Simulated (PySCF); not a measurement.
# What a mistake does to a calculation on ClGe2H5N cation

All numbers below are calculated, not measured. The program is PySCF 2.14.0, an open-source quantum chemistry code, run on an isolated molecule that a program drew, which may never have been made. The molecule is ClGe2H5N cation (charge +1, singlet), drawn as the SMILES string `[Cl][GeH2][NH][GeH2+]`.

Each row is a Hartree-Fock (HF) and frozen-core CCSD(T) single point in the cc-pV(D+d)Z basis, meant for a local HF minimum. Run 1 is clean. Each other run has one planted mistake out of seven kinds, and not every kind appears here: one electron removed, one electron added, multiplicity raised by two, geometry at a saddle point, minimal basis STO-3G, one bond length entered in bohr, all coordinates scaled. The reference is restricted for singlets and unrestricted otherwise, and also for a bond in bohr. Adding or removing an electron swaps singlet and doublet. Electrons count all cores. HOMO and LUMO are orbital energies over both spins, the gradient is its largest component, and the lowest frequency (negative if imaginary) is given only where the gradient is small. Bond lengths are over the 8 bonds as drawn. T1 is the CCSD diagnostic: over 0.02 (restricted) or 0.045 (unrestricted) a single reference is doubtful. Germanium has the cc-pVDZ-PP basis, with a core potential (ECP10MDF) in place of its 10 inner electrons, and its 3s, 3p and 3d shells are frozen in CCSD(T).

Geometry of the clean run:
```xyz
9
ClGe2H5N cation, angstrom
Cl   -0.4272   -3.0613    2.2472
Ge    1.2623   -1.8129    2.6601
N     1.0678   -0.4185    1.3611
Ge   -0.1154   -0.1373    0.1259
H     2.5483   -2.5378    2.3396
H     1.1270   -1.1689    4.0199
H     1.7912    0.2861    1.4068
H    -1.2495   -1.1041   -0.0588
H     0.0622    1.0974   -0.7217
```

| run | electrons | basis functions | <S^2> | HOMO (eV) | LUMO (eV) | gradient (hartree/bohr) | lowest frequency (cm^-1) | mean bond (Å) | longest bond (Å) | T1 | HF (hartree) | CCSD(T) (hartree) | mistake |
|---|---|---|---|---|---|---|---|---|---|---|---|---|---|
| 1 | 92 | 108 | 0.000 | -16.13 | -4.43 | 4.2e-05 | 38 | 1.6040 | 2.141 | 0.0174 | -1103.41700 | -1103.96360 | no fault |
| 2 | 91 | 108 | 0.760 | -21.42 | -13.03 | 6.3e-02 | - | 1.6040 | 2.141 | 0.0392 | -1102.88006 | -1103.40195 | one electron removed |
| 3 | 92 | 108 | 2.032 | -12.23 | -6.35 | 1.1e-01 | - | 1.6040 | 2.141 | 0.0163 | -1103.30085 | -1103.81011 | ? |
| 4 | 93 | 108 | 0.767 | -5.95 | 2.85 | 6.1e-02 | - | 1.6040 | 2.141 | 0.0129 | -1103.60699 | -1104.16020 | ? |

**Which mistake was planted in run 3, and what did it cost?**

Electrons, basis and geometry are unchanged, and <S^2> is 2.032, beside S(S+1) = 2.00 for a multiplicity of 3. So the mistake is: multiplicity raised by two. Subtracting run 1 and multiplying by 627.51 kcal/mol a hartree, the energy moved by 72.9 kcal/mol in HF and 96.3 kcal/mol in CCSD(T).

**Which mistake was planted in run 4, and what did it cost?**

It counts 93 electrons, one more than the clean run, at the same geometry and basis. So the mistake is: one electron added. Subtracting run 1 and multiplying by 627.51 kcal/mol a hartree, the energy moved by -119.2 kcal/mol in HF and -123.4 kcal/mol in CCSD(T).

